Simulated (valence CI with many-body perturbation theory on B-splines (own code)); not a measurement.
# Energy levels of Eu¹⁴⁺

Computed by configuration interaction combined with many-body perturbation theory (CI+MBPT): three valence electrons over a frozen Dirac-Fock core [Kr] 4d10, a basis of 7 s, 7 p, 7 d, 7 f, 4 g, 2 h functions for each j, with the one-electron correlation potential Σ1 (screened to all orders), the two-electron term Σ2, the three-electron term Σ3, Breit, model QED; selected single and double excitations, second order for the rest, scaled by the run's own slope (own B-spline code, finite nucleus).

No measured spectrum was set against this ion. As an estimate, terms of the open shell hold to a few per cent of their energy, and close levels can change places; configurations with another count of f electrons can be misplaced by thousands of cm⁻¹.

Levels 1 to 45 of 201, with energies above the lowest level, 4f²5s ⁴H_7/2. "Leading %" is the weight of the configuration and term that name the level; weights of strongly mixed levels are sums over their largest components and can fall short. In the jj column 3d3/2^4 stands for four electrons in 3d with j = 3/2. Lifetimes count E1, E2, E3, M1 and M2 decay at the calculated energies, and are blank where another channel may lead or the interval is too uncertain; long ones can be off by a factor of two.

```
No.  Configuration  Term     J  E (cm⁻¹)  Leading %  Lifetime             Leading jj
  1          4f²5s    ⁴H   7/2       0.0         97                4f5/2^2 5s (88 %)
  2            4f³   ⁴I°   9/2      2431         95    6.88 s         4f5/2^3 (65 %)
  3          4f²5s    ⁴H   9/2      2606         91    1.43 s      4f5/2^2 5s (59 %)
  4            4f³   ⁴I°  11/2      6560         98    297 ms   4f5/2^2 4f7/2 (88 %)
  5          4f²5s    ⁴H  11/2      6758         97    315 ms  4f5/2 4f7/2 5s (89 %)
  6          4f²5s    ⁴F   3/2      9693         97    2970 s      4f5/2^2 5s (71 %)
  7            4f³   ⁴I°  13/2     10794         99    245 ms   4f5/2 4f7/2^2 (79 %)
  8          4f²5s    ⁴H  13/2     11358         99    340 ms      4f7/2^2 5s (80 %)
  9          4f²5s    ⁴F   5/2     11455         95    3.90 s  4f5/2 4f7/2 5s (52 %)
 10          4f²5s    ²H   9/2     13565         57    108 ms  4f5/2 4f7/2 5s (60 %)
 11          4f²5s    ⁴F   7/2     13957         95    654 ms  4f5/2 4f7/2 5s (94 %)
 12            4f³   ⁴I°  15/2     15049         98    359 ms         4f7/2^3 (47 %)
 13          4f²5s    ⁴F   9/2     15931         59    129 ms  4f5/2 4f7/2 5s (87 %)
 14          4f²5s    ²G   7/2     20430         76   29.7 ms  4f5/2 4f7/2 5s (78 %)
 15          4f²5s    ²H  11/2     21750         96   86.2 ms      4f7/2^2 5s (67 %)
 16            4f³   ⁴F°   3/2     22881         91   7.11 ms         4f5/2^3 (49 %)
 17          4f²5s    ²F   5/2     22884         92    233 ms  4f5/2 4f7/2 5s (67 %)
 18            4f³   ²H°   9/2     23958         63   13.5 ms   4f5/2^2 4f7/2 (54 %)
 19          4f²5s    ²G   9/2     24168         71   47.9 ms      4f7/2^2 5s (85 %)
 20            4f³   ⁴F°   5/2     25272         96   7.58 ms   4f5/2^2 4f7/2 (73 %)
 21            4f³   ⁴F°   7/2     27132         86   8.73 ms   4f5/2^2 4f7/2 (64 %)
 22            4f³   ⁴S°   3/2     27241         91    281 ms   4f5/2^2 4f7/2 (60 %)
 23          4f²5s    ²F   7/2     29698         81   61.1 ms      4f7/2^2 5s (84 %)
 24            4f³   ⁴F°   9/2     29735         74   6.65 ms   4f5/2 4f7/2^2 (84 %)
 25            4f³   ²H°  11/2     30998         92   4.39 ms   4f5/2 4f7/2^2 (69 %)
 26            4f³   ²G°   7/2     33174         59   3.17 ms   4f5/2^2 4f7/2 (64 %)
 27            4f³   ⁴G°   5/2     33230         92   1.16 ms         4f5/2^3 (41 %)
 28            4f³   ²K°  13/2     36032         98   69.0 ms   4f5/2^2 4f7/2 (67 %)
 29          4f²5s    ²D   5/2     36791         71   12.1 ms  4f5/2 4f7/2 5s (62 %)
 30          4f5s²   ²F°   5/2     37097         90   2.80 ms      4f5/2 5s^2 (90 %)
 31            4f³   ⁴G°   7/2     37170         69   1.28 ms   4f5/2 4f7/2^2 (50 %)
 32          4f²5s    ²D   3/2     37456         85   30.1 ms  4f5/2 4f7/2 5s (43 %)
 33            4f³   ⁴G°   9/2     38372         68   1.45 ms   4f5/2 4f7/2^2 (64 %)
 34            4f³   ²D°   3/2     39968         48   2.20 ms   4f5/2 4f7/2^2 (58 %)
 35            4f³   ²K°  15/2     40191         91   49.8 ms   4f5/2^2 4f7/2 (51 %)
 36          4f²5s    ⁴P   1/2     41096         98   4.90 ms      4f5/2^2 5s (51 %)
 37            4f³   ²G°   9/2     41298         56   1.66 ms         4f7/2^3 (69 %)
 38            4f³   ⁴G°  11/2     42543         91   1.08 ms   4f5/2 4f7/2^2 (43 %)
 39          4f²5s    ⁴P   3/2     43083         91   2.06 ms  4f5/2 4f7/2 5s (87 %)
 40            4f³   ²P°   1/2     43819         92   2.83 ms   4f5/2^2 4f7/2 (56 %)
 41          4f5s²   ²F°   7/2     44251         94   1.10 ms      4f7/2 5s^2 (94 %)
 42            4f³   ²D°   5/2     45058         97   5.09 ms   4f5/2 4f7/2^2 (72 %)
 43          4f²5s    ²I  13/2     45120         99   16.2 ms  4f5/2 4f7/2 5s (80 %)
 44          4f²5s    ²I  11/2     45208         99   9.41 ms  4f5/2 4f7/2 5s (78 %)
 45          4f²5s    ⁴P   5/2     46522         76   1.43 ms      4f7/2^2 5s (81 %)
```

Names give the largest LS component (configuration and term), which can be under half, so a name can repeat, a term be missing and a line seem to break the LS rules; names also repeat where a configuration has a term twice.

Where two levels of one J and parity lie close, their mixing, g and order are uncertain.

The ionisation energy to 4f² ³H4 of the next ion comes out as 279.85 eV (NIST: 281 ± 14 eV (theoretical)). All 201 levels together are meant to be complete up to 609060 cm⁻¹.
